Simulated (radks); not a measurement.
The numbers below are computed, except where a source is named.
Coulomb parameter of the 3d shell of neutral iron in the model configuration [Ar] 3d5 4s2 4p1, as a second difference U = [E(n + 0.5) + E(n - 0.5) - 2 E(n)] / (0.5)^2 with all orbitals relaxed. "Bare": the charge of the atom changes with n. "Screened": the 4p shell takes up the change at fixed total charge, which measures U(3d,3d) + U(4p,4p) - 2 U(3d,4p). Code: a radial shooting solver on a logarithmic mesh with Libxc functionals. Model: scalar-relativistic Kohn-Sham, LDA (Slater exchange, Perdew-Wang correlation), spin-unpolarised, spherical densities, point nucleus.

\begin{tabular}{lrr}
case & configuration & E - E(n) (eV) \\ \hline
start & [Ar] 3d5 4s2 4p1 & 0.000 \\
bare +0.5 & [Ar] 3d5.5 4s2 4p1 & -5.605 \\
bare -0.5 & [Ar] 3d4.5 4s2 4p1 & 8.935 \\
screened +0.5 & [Ar] 3d5.5 4s2 4p0.5 & -5.098 \\
screened -0.5 & [Ar] 3d4.5 4s2 4p1.5 & 6.542 \\
\end{tabular}

U(bare) = 13.321 eV, U(screened by 4p) = 5.776 eV, against the Slater integral F0(3d,3d) = 24.441 eV with frozen orbitals. The step up makes a negative ion, whose loosely bound charge lowers the bare value.
